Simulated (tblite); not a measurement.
A tight-binding relaxation on `B[Si@@H]1C[SiH2][C@@H]1F`.

Computed with GFN2-xTB geometry optimisation, gas phase (tblite 0.8.0). Start geometry: from a force field or distance geometry. A driver script takes a list of jobs; this job's settings line and coordinates (Å) are shown.

Command:
```bash
OMP_NUM_THREADS=1 python probes_run.py task.json out
```

Input:
```
{"job": {"kind": "relax", "xc": "GFN2-xTB", "basis": "xTB"}, "charge": 0, "multiplicity": 1}
B      2.056800     0.256700     0.682800
Si     0.656900     0.385600    -0.685400
C     -0.873400     1.256300    -0.066000
Si    -1.326900    -0.380300     0.714600
C     -0.419800    -1.154800    -0.726700
F      0.298600    -2.278200    -0.439900
H      3.050200     0.851700     0.438300
H      2.199300    -0.797200     1.208400
H      1.153700     0.803700    -1.981400
H     -0.711900     2.080700     0.644900
H     -1.626000     1.458900    -0.871100
H     -2.763400    -0.702900     0.697600
H     -0.663600    -0.585100     2.019500
H     -1.031200    -1.195700    -1.657800
```

Output:
```
step      E/eV     max force
  0    -481.08615    2.309
  1    -481.31296    1.344
  2    -481.48631    0.920
  3    -481.62123    0.825
  4    -481.70104    0.798
  5    -481.73485    0.528
  6    -481.75401    0.327
  7    -481.76529    0.314
  8    -481.77728    0.345
  9    -481.78963    0.331
... (99 lines left out)
109    -481.95781    0.025
110    -481.95788    0.021
111    -481.95800    0.023
112    -481.95813    0.027
113    -481.95825    0.025
114    -481.95833    0.018
115    -481.95839    0.012
116    -481.95842    0.015
117    -481.95845    0.013
118    -481.95847    0.010
```

«max force» is the largest atomic force in eV/Å.

Question: From which step on does the largest force stay under 0.1 eV/Å, and how much energy is left to gain from there?

Answer: From step 61 (0.079 eV/Å), 10.9 meV above the end.

Main results: energy lowered by 20.1 kcal/mol over 118 steps; largest atomic force 0.010 eV/Å at the end.

The run took 0.62 s wall on an Arm Neoverse V2 with one thread, no GPU, shared host with 32 logical CPUs at a one-minute load of 27.
Labels such as C1 count atoms from 1, the log's own numbers from 0.
